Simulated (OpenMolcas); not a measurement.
## Cr4+, Mo4+, W4+: d2 down the group

- Program: OpenMolcas 26.06
- Method: CASSCF
- Basis: ANO-R3
- Scalar Hamiltonian: X2C, finite nucleus
- Spin-orbit coupling: state interaction with AMFI integrals over the reference wave functions, term energies averaged over their components

Active space for each ion: 2 electrons in 5 orbitals (d).

Computed levels in cm-1 above 3F2:

| Level | Cr4+ | Mo4+ | W4+ |
| --- | --- | --- | --- |
| 3F3 | 496 | 1452 | 6097 |
| 3F4 | 1132 | 3158 | 11613 |
| 1D2 | 16483 | 12794 | 16110 |
| 3P0 | 19306 | 13878 | 14930 |
| 3P1 | 19481 | 14461 | 18273 |
| 3P2 | 19865 | 15958 | 25089 |
| 1G4 | 25273 | 19342 | 24832 |
| 1S0 | 61304 | 45511 | 50359 |
| weight of 3F in the lowest level (%) | 100 | 99 | 92 |

Mixed levels, with the weight of the term that names them: W4+ 1D2 (54 %), W4+ 3P2 (60 %).

Measured, with the error of the calculation in %. Measured levels: Cr4+ from Sugar and Corliss, J. Phys. Chem. Ref. Data 6, 317 (1977); Mo4+ from Sugar and Musgrove, J. Phys. Chem. Ref. Data 17, 155 (1988); W4+ from the list in J. Phys. B 45, 065001 (2012).

```json
{"Level": "3F3", "Cr4+": "508 (-2.5)", "Mo4+": "1578 (-7.9)", "W4+": ""}
{"Level": "3F4", "Cr4+": "1142 (-0.8)", "Mo4+": "3357 (-5.9)", "W4+": "11519 (+0.8)"}
{"Level": "1D2", "Cr4+": "13188 (+25.0)", "Mo4+": "10190 (+25.5)", "W4+": ""}
{"Level": "3P0", "Cr4+": "15492 (+24.6)", "Mo4+": "11161 (+24.3)", "W4+": "12839 (+16.3)"}
{"Level": "3P1", "Cr4+": "15677 (+24.3)", "Mo4+": "11807 (+22.5)", "W4+": "16331 (+11.9)"}
{"Level": "3P2", "Cr4+": "16041 (+23.8)", "Mo4+": "13408 (+19.0)", "W4+": "22615 (+10.9)"}
{"Level": "1G4", "Cr4+": "22019 (+14.8)", "Mo4+": "16354 (+18.3)", "W4+": "22346 (+11.1)"}
{"Level": "1S0", "Cr4+": "51146 (+19.9)", "Mo4+": "37738 (+20.6)", "W4+": "43110 (+16.8)"}
```

The fine-structure level 3F4 changes by a factor of 10.3 from Cr4+ to W4+.

Without spin-orbit coupling 1D lies 15877, 11386, 10733 cm-1 above 3F in that order; the difference to the level 1D2, of either sign, comes from spin-orbit coupling, which also lowers the zero.

Without dynamic correlation excited terms often stand tens of per cent too high (terms of higher spin than the ground term too low), and those without a measured partner can miss by more than the paired ones. Computed and measured levels are paired by configuration, term and J; levels that our copy of the source lacks, or whose pairing is in doubt (as where it misses far off the trend of its configuration), stay unpaired and out of the deviations. Only configurations of the active space appear.
